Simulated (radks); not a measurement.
Charge is removed step by step from the 3p down level of Ni, starting from [Ne] 3s2 3p(up 3, down 3) 3d8 4s2. All-electron calculation, scalar-relativistic Kohn-Sham, r2SCAN, spin-polarised, spherical densities, finite nucleus; open shells are filled with parallel spins first; meta-GGA in the generalised Kohn-Sham scheme; Fermi nuclear charge, rms radius 3.7757 fm. Program: a radial shooting solver on a logarithmic mesh with Libxc functionals.

removed (e)	E - E(0) (eV)	eigenvalue (eV)	E minus straight line (eV)
0	0.000	-72.109	0.000
0.125	9.120	-73.872	-0.836
0.25	18.465	-75.701	-1.448
0.375	28.042	-77.591	-1.827
0.5	37.859	-79.536	-1.967
0.625	47.922	-81.533	-1.860
0.75	58.238	-83.579	-1.500
0.875	68.812	-85.669	-0.882
1	79.651	-87.801	0.000

Removing the whole electron costs 79.651 eV by Delta-SCF, against 72.109 eV from minus the eigenvalue at the starting occupation. Slater's transition state (half an electron removed) gives 79.536 eV. Integrating minus the eigenvalue over the occupation (Janak's theorem) gives 79.675 eV. In this scalar-relativistic scheme the density is built from large components alone, so the theorem holds only approximately. The mean slope of the eigenvalue, de/dn, is 15.7 eV per electron.
